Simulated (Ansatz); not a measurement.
SnH(OtBu)3 (C₁₂H₂₈O₃Sn), relaxed as a singlet with RKS PBE-D4/def2-SVP in Ansatz, starting from the GFN2-xTB geometry. Force threshold 0.03 eV/Å.

In the def2 sets Sn takes a core potential; there is no spin–orbit coupling.

Start:

| atom | x (Å) | y (Å) | z (Å) |
| --- | --- | --- | --- |
| Sn1 | -0.6017 | 0.4035 | -0.4010 |
| H2 | -1.8505 | 1.2595 | -1.2388 |
| O3 | 1.0103 | 0.2403 | -1.5163 |
| C4 | 1.2779 | -0.6615 | -2.5721 |
| C5 | 0.1856 | -0.6063 | -3.6361 |
| C6 | 2.6082 | -0.1786 | -3.1620 |
| C7 | 1.4197 | -2.0858 | -2.0437 |
| H8 | 0.4532 | -1.2211 | -4.4903 |
| H9 | -0.7473 | -0.9745 | -3.2121 |
| H10 | 0.0416 | 0.4205 | -3.9634 |
| H11 | 2.4993 | 0.8372 | -3.5323 |
| H12 | 2.9144 | -0.8277 | -3.9774 |
| H13 | 3.3734 | -0.1852 | -2.3909 |
| H14 | 0.4814 | -2.3934 | -1.5882 |
| H15 | 2.2005 | -2.1192 | -1.2880 |
| H16 | 1.6690 | -2.7693 | -2.8507 |
| O17 | -1.2056 | -1.4059 | 0.0752 |
| C18 | -1.9838 | -1.8249 | 1.1793 |
| C19 | -3.2814 | -1.0286 | 1.2766 |
| C20 | -2.2938 | -3.2991 | 0.8940 |
| C21 | -1.1924 | -1.6922 | 2.4772 |
| H22 | -3.9160 | -1.4266 | 2.0629 |
| H23 | -3.0479 | 0.0108 | 1.5008 |
| H24 | -3.8129 | -1.0728 | 0.3291 |
| H25 | -2.8556 | -3.3844 | -0.0321 |
| H26 | -2.8746 | -3.7244 | 1.7074 |
| H27 | -1.3655 | -3.8534 | 0.7874 |
| H28 | -0.9457 | -0.6455 | 2.6388 |
| H29 | -0.2689 | -2.2609 | 2.4017 |
| H30 | -1.7743 | -2.0588 | 3.3184 |
| O31 | -0.1116 | 1.3440 | 1.2545 |
| C32 | 0.7591 | 2.4442 | 1.4322 |
| C33 | 0.3874 | 3.6006 | 0.5091 |
| C34 | 0.5620 | 2.8582 | 2.8951 |
| C35 | 2.2071 | 2.0284 | 1.1895 |
| H36 | 0.9952 | 4.4738 | 0.7268 |
| H37 | 0.5529 | 3.3017 | -0.5246 |
| H38 | -0.6624 | 3.8525 | 0.6381 |
| H39 | -0.4723 | 3.1483 | 3.0589 |
| H40 | 1.2127 | 3.6928 | 3.1396 |
| H41 | 0.7929 | 2.0200 | 3.5465 |
| H42 | 2.3132 | 1.6909 | 0.1612 |
| H43 | 2.4683 | 1.2089 | 1.8543 |
| H44 | 2.8790 | 2.8641 | 1.3654 |

(1) Estimate the energy that the relaxation releases and the steps that it takes.

(2) Does the start keep its bonding and symmetry?

(3) Predict the relaxed structure.

Answers

(1) 11.1 kcal/mol, in 16 steps; 44 s on 2 threads of AMD EPYC 7R13 on a shared host and a share (18 GiB) of an NVIDIA H100 80GB HBM3. The force fell under the threshold at step 12, but the optimiser went on and released 0.005 eV more. No frequencies were taken in this run, so the end may be a saddle point.

(2) By distances, no bond broke or formed. The bond that changes most is Sn1–O3, from 1.97 to 2.02 Å (atoms count from 1).

(3) 
Cartesian coordinates in Å:
```
Sn -0.9087 0.6355 -0.6105
H -2.1393 1.5025 -1.4651
O 0.8132 0.6277 -1.6623
C 1.2413 -0.4996 -2.4568
C 0.0885 -0.9998 -3.3418
C 2.3883 0.0459 -3.3179
C 1.7341 -1.6247 -1.5334
H 0.4200 -1.8162 -4.0157
H -0.7342 -1.4079 -2.7153
H -0.3043 -0.1747 -3.9704
H 2.0262 0.8734 -3.9597
H 2.8112 -0.7478 -3.9664
H 3.1965 0.4397 -2.6705
H 0.8977 -1.9873 -0.9024
H 2.5440 -1.2544 -0.8735
H 2.1260 -2.4828 -2.1172
O -1.4870 -1.2731 -0.3100
C -1.9257 -1.7733 0.9717
C -3.0031 -0.8508 1.5636
C -2.5068 -3.1604 0.6666
C -0.7268 -1.8786 1.9271
H -3.4089 -1.2586 2.5120
H -2.5751 0.1491 1.7927
H -3.8455 -0.7336 0.8519
H -3.3510 -3.0739 -0.0457
H -2.8712 -3.6510 1.5917
H -1.7323 -3.8058 0.2072
H -0.3055 -0.8706 2.1160
H 0.0636 -2.5188 1.4864
H -1.0256 -2.3170 2.9014
O -0.5499 1.4917 1.1799
C 0.5970 2.3325 1.4334
C 0.7351 3.3946 0.3312
C 0.3014 2.9914 2.7873
C 1.8661 1.4693 1.5078
H 1.5638 4.0989 0.5491
H 0.9623 2.9144 -0.6453
H -0.2005 3.9833 0.2409
H -0.6301 3.5885 2.7280
H 1.1320 3.6583 3.0947
H 0.1652 2.2160 3.5668
H 2.0462 0.9787 0.5299
H 1.7554 0.6866 2.2848
H 2.7560 2.0828 1.7576
```
Bond lengths: 9 × C–C 1.53 to 1.54 Å; 3 × O–Sn 2.02 Å; 3 × C–O 1.44 Å; 27 × C–H 1.11 Å; 1 × H–Sn 1.73 Å.
